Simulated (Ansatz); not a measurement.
Basis sets compared for Cu5Te4⁻ (the lowest singlet isomer of a short search). Total charge -1; singlet. Geometry PBE-D4/def2-SVP. Ansatz on 4 threads of Arm Neoverse V1 on a shared host; times are rough, and most runs start from earlier orbitals.

```xyz
9

Cu   -0.3637    0.4810    1.6494
Cu   -1.6288   -0.5306   -0.3456
Cu    0.6112   -0.3992   -1.5970
Cu   -0.2625    1.6516   -0.6061
Cu    0.5175   -1.5683    0.6613
Te   -1.4844    0.6472   -2.5946
Te   -1.6851   -1.6769    1.9237
Te    2.6772   -0.5371   -0.1486
Te    1.6186    1.9323    1.0574
```

In the def2 sets Te takes a core potential; there is no spin–orbit coupling. The structure comes from a short search, and lower isomers may exist.

```csv
level,functions,energy (Eh),HOMO (eV),LUMO (eV),wall time
PBE-D4/def2-SVP,259,-9272.8746,-1.08,0.00,14 s
PBE0-D4/def2-SVP (with forces),259,-9272.9410,-2.21,0.49,43 s
```

Estimate the rows for PBE-D4/def2-SVPD, PBE0-D4/def2-SVPD.


```
            level  functions  energy (Eh)  HOMO (eV)  LUMO (eV)  wall time
 PBE-D4/def2-SVPD        310   -9272.9134      -1.39      -0.29       25 s
PBE0-D4/def2-SVPD        310   -9272.9719      -2.43       0.26       56 s
```
